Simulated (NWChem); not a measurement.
Program: NWChem. System: Cl4Sn, charge 0, spin multiplicity 1, at a geometry optimised with PBE0/def2-SVP with def2 effective core potentials on Sn. The structure started from a generated list of species. Level: MP2/def2-TZVP with def2 effective core potentials on Sn, 24 core orbitals frozen.

NWChem printed:

```
             Northwest Computational Chemistry Package (NWChem) 7.3.0
             --------------------------------------------------------

                                NWChem Input Module
                                -------------------

 Scaling coordinates for geometry "geometry" by  1.889725989
 (inverse scale =  0.529177249)

 Turning off AUTOSYM since
 SYMMETRY directive was detected!

                             Geometry "geometry" -> ""
                             -------------------------

 Output coordinates in angstroms (scale by  1.889725989 to convert to a.u.)

  No.       Tag          Charge          X              Y              Z
 ---- ---------------- ---------- -------------- -------------- --------------
    1 Cl                  17.0000     1.89152200     0.00000000    -1.33740900
    2 Sn                  50.0000     0.00000000     0.00000000    -0.00008200
    3 Cl                  17.0000    -1.89152200     0.00000000    -1.33740900
    4 Cl                  17.0000     0.00000000     1.89149600     1.33753000
    5 Cl                  17.0000     0.00000000    -1.89149600     1.33753000

 Effective nuclear repulsion energy (a.u.)    1019.2145955922

            Nuclear Dipole moment (a.u.)
            ----------------------------
        X                 Y               Z
 ---------------- ---------------- ----------------
     0.0000000000     0.0000000000     0.0000264562

      Symmetry information
      --------------------

 Group name             C2v
 Group number             16
 Group order               4
 No. of unique centers     3

      Symmetry unique atoms

     1    2    4


 Summary of "ao basis" -> "" (spherical)
 ------------------------------------------------------------------------------
       Tag                 Description            Shells   Functions and Types
 ---------------- ------------------------------  ------  ---------------------
 *                         def2-tzvp                  on all atoms

 Summary of "ao basis" -> "ao basis" (spherical)
 ------------------------------------------------------------------------------
       Tag                 Description            Shells   Functions and Types
 ---------------- ------------------------------  ------  ---------------------
 Cl                        def2-tzvp                13       37   5s5p2d1f
 Sn                        def2-tzvp                16       50   6s5p3d2f

                                 NWChem SCF Module
[...]
     2   2 0 0    -57.792865      0.000000    434.409568
     2   1 1 0      0.000000      0.000000      0.000000
     2   1 0 1     -0.000000      0.000000      0.000000
     2   0 2 0    -57.794949      0.000000    434.397626
     2   0 1 1      0.000000      0.000000      0.000000
     2   0 0 2    -57.793772      0.000000    434.384540

                   NWChem MP2 Semi-direct Energy/Gradient Module
                   ---------------------------------------------

  Basis functions       =    198
  Molecular orbitals    =    198
  Frozen core           =     24
  Frozen virtuals       =      0
  Active alpha occupied =     21
  Active beta occupied  =     21
  Active alpha virtual  =    153
  Active beta virtual   =    153
  Use MO symmetry       = T
  Use skeleton AO sym   = T

  AO/Fock/Back tols     =   1.0D-09  1.0D-09  1.0D-09

 GA uses MA = F    GA memory limited = T

 Available:
  local mem=  1.26D+08
 global mem=  1.44D+08
 local disk=  0.00D+00
  mp2_memr nvloc                   153
  nvloc new                   153
   1 passes of  21:        5242880                     240561                 188848090.
   1 passes of  21: M    126135551           G      144100792           F     120892671.
  mp2_memr nvloc                   153
  nvloc new                   153
   2 passes of  11:        5242880                     164092                  98952328.
   2 passes of  11: M    126135551           G      144100792           F     120892671.

 Semi-direct pass number   1 of   2  for RHF alpha+beta  at       26.1s
  vrange nnbf                 17281
  mp2_eaftype                   377  avail_ma_in_mb                  1099
 EAF : mp2_eaftype filesize         377   49476164.
  mp2_eaf for mointskh                    377
Node 0 wrote    232.7 Mb in      0.1 s     Agg I/O rate:  1558.8 Mb/s
 Done moints_semi at       75.3s
  mp2_eaftype                   377  avail_ma_in_mb                   722
 EAF : mp2_eaftype filesize         377   49476164.
  mp2_eaf for kh                   377
 Done maket at       76.9s
 Semi-direct pass number   2 of   2  for RHF alpha+beta  at       76.9s
  vrange nnbf                 17281
  mp2_eaftype                   377  avail_ma_in_mb                   722
 EAF : mp2_eaftype filesize         377   49476164.
  mp2_eaf for mointskh                    377
Node 0 wrote    211.5 Mb in      0.2 s     Agg I/O rate:  1256.1 Mb/s
 Done moints_semi at      119.0s
  mp2_eaftype                   377  avail_ma_in_mb                   722
 EAF : mp2_eaftype filesize         377   49476164.
  mp2_eaf for kh                   377
 Done maket at      119.8s
 Done multipass loop at      119.8s

          -------------------------------------------
          SCF energy               -2051.594572958538
          Correlation energy          -1.041606564854
          Singlet pairs               -0.594209014927
          Triplet pairs               -0.447397549927
          Total MP2 energy         -2052.636179523392
          -------------------------------------------

          ---------------------------------------------------
                    Spin Component Scaled (SCS) MP2
          Same spin pairs                     -0.298265033285
          Same spin scaling factor             0.333333333333
          Opposite spin pairs                 -0.743341531569
          Opposite spin scaling fact.          1.200000000000
          SCS-MP2 correlation energy          -0.991431515645
          Total SCS-MP2 energy             -2052.586004474183
          ---------------------------------------------------

 -----------------------
 Performance information
 -----------------------

 Timer overhead =  2.33D-07 seconds/call

               Nr. of calls         CPU time (s)                 Wall time (s)                GFlops
             ---------------    -------------------     ------------------------------   -------------------
Name         Min   Avg   Max    Min     Avg     Max     Min     Avg     Max   Mx/calls   Min     Max     Sum
mp2: moin     2     2     2    91.     91.     91.      91.     91.     91.     46.      0.0     0.0     0.0
mp2: make     2     2     2    2.4     2.4     2.4      2.4     2.4     2.4     1.2      0.0     0.0     0.0
mp2: tota     1     1     1    94.     94.     94.      94.     94.     94.     94.      0.0     0.0     0.0

 The average no. of pstat calls per process was 5.00D+00
 with a timing overhead of 1.17D-06s

 Task  times  cpu:      119.8s     wall:      119.8s

 Total times  cpu:      119.8s     wall:      119.8s
```

**Question.** Write an NWChem input that would produce this output.

**Answer.** This is not unique; one that fits is 
```
start mol
memory heap 200 mb stack 900 mb global 1100 mb
geometry units angstroms nocenter noautoz
  Cl     1.891522     0.000000    -1.337409
  Sn     0.000000     0.000000    -0.000082
  Cl    -1.891522     0.000000    -1.337409
  Cl     0.000000     1.891496     1.337530
  Cl     0.000000    -1.891496     1.337530
  symmetry group C2v
end
basis spherical
  * library def2-tzvp
end
ecp
  Sn library def2-ecp
end
scf
  rhf
  nopen 0
  maxiter 100
  thresh 1e-7
  semidirect memsize 60000000 filesize 0
end
mp2
  freeze core 24
end
task mp2 energy
```
